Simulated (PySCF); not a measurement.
C4H5BO. Atoms are numbered in the order given.

```xyz
11

C      0.0000     0.0000     2.8969
C      0.0000     0.0000     1.6726
B      0.0000     0.0000     0.1682
C      0.0000     1.0619    -1.0015
O      0.0000     0.0000    -1.9836
C      0.0000    -1.0619    -1.0015
H      0.0000     0.0000     3.9728
H     -0.8919     1.7155    -1.0860
H      0.8919     1.7155    -1.0860
H      0.8919    -1.7155    -1.0860
H     -0.8919    -1.7155    -1.0860
```
Charge 0, spin multiplicity 1.

The structure is a stationary point at r2SCAN-D4/def2-SVP. This is a generated structure with no PubChem entry under its InChIKey; it may be hypothetical.

Level of theory: r2SCAN-D4/def2-SVP run with PySCF.

No scaling factor is applied to the harmonic values.

```csv
mode,ν (cm⁻¹),IR (km/mol),Raman (Å⁴/amu),depolarisation,moving atoms (share of kinetic energy)
1,104,3.8,5.4,0.75,"O 40 %, C 25 %, H 21 %, B 15 %"
2,147,0.1,11.7,0.75,"C 58 %, H 21 %, B 16 %"
3,196,8.9,3.4,0.75,"H 45 %, C 39 %, B 12 %"
4,363,7.6,2.8,0.75,"C 44 %, H 35 %, B 21 %"
5,454,8.0,1.6,0.75,"C 82 %, H 14 %"
6,478,0.0,1.2,0.75,"H 81 %, C 19 %"
7,504,0.7,20.5,0.29,"C 74 %, O 17 %"
8,645,46.0,3.0,0.75,"H 77 %, C 23 %"
9,771,23.7,2.5,0.75,"H 74 %, C 26 %"
10,786,2.2,3.7,0.73,"C 54 %, H 23 %, O 21 %"
11,877,11.7,1.1,0.75,"B 36 %, H 34 %, C 27 %"
12,940,19.7,13.0,0.58,"C 45 %, O 34 %, H 17 %"
13,975,1.2,0.7,0.75,"B 37 %, C 36 %, H 16 %, O 11 %"
14,1049,137.7,21.7,0.75,"O 35 %, C 33 %, B 23 %, H 8 %"
15,1125,0.0,5.6,0.75,H 93 %
16,1158,2.4,9.5,0.75,H 85 %
17,1174,50.3,31.8,0.28,"H 44 %, B 30 %, C 18 %, O 8 %"
18,1216,20.3,3.4,0.75,"H 58 %, C 33 %"
19,1331,115.2,13.1,0.12,"B 46 %, C 31 %, H 22 %"
20,1392,8.0,12.3,0.75,H 94 %
21,1426,12.6,42.1,0.64,"H 91 %, C 9 %"
22,2137,54.9,378.2,0.28,"C 89 %, H 9 %"
23,2983,42.1,71.7,0.75,H 95 %
24,2998,2.9,374.7,0.05,H 95 %
25,3033,38.3,47.9,0.75,"H 90 %, C 10 %"
26,3037,0.0,227.1,0.75,"H 91 %, C 9 %"
27,3460,63.3,27.0,0.21,"H 86 %, C 14 %"
```
